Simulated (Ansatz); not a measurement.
Molecule: C₂H₉N₂Si, net charge 0, doublet state. It need not be the lowest isomer of its formula. 
Geometry from a B3LYP-D3(BJ)/def2-TZVP (Ansatz, an electronic-structure program) optimisation:
```xyz
14

C      0.6958    -0.0781    -1.7355
Si     0.0276     0.0051    -0.0138
C     -1.8271     0.2564    -0.1062
N      0.9491     1.2250     0.7766
N      0.2457    -1.4111     0.9537
H      0.0990    -0.4034    -2.5821
H      1.7389     0.1034    -1.9759
H     -2.3212    -0.5789    -0.6105
H     -2.2596     0.3485     0.8924
H     -2.0671     1.1645    -0.6632
H      0.8281     1.4041     1.7609
H      1.2535     2.0474     0.2815
H     -0.4100    -2.1740     0.8882
H      1.1774    -1.7501     1.1398
```
Charge 0, spin multiplicity 2.

Basis-set convergence of Hartree-Fock and CCSD(T) correlation energies (hartree) with Ansatz. Valence correlation only, unless marked. Open shells are spin-unrestricted. No spin-orbit coupling. No relativistic terms.

```json
[
 {"basis": "cc-pV(D+d)Z", "functions": "124", "E(HF)": "-478.86309", "E(corr, CCSD(T))": "-0.78386"},
 {"basis": "cc-pV(T+d)Z", "functions": "285", "E(HF)": "-478.94781", "E(corr, CCSD(T))": "-0.96190"},
 {"basis": "cc-pV(Q+d)Z", "functions": "554", "E(HF)": "-478.96587", "E(corr, CCSD(T))": "-1.01684"}
]
```

Extrapolating the two largest sets (X = 3 and 4) as X^-3: E(corr) = (64·(-1.01684) - 27·(-0.96190))/37 = -1.0569 Eh, an estimate of the basis-set limit. The largest set recovers 96.2 % of it, the smallest 74.2 %.
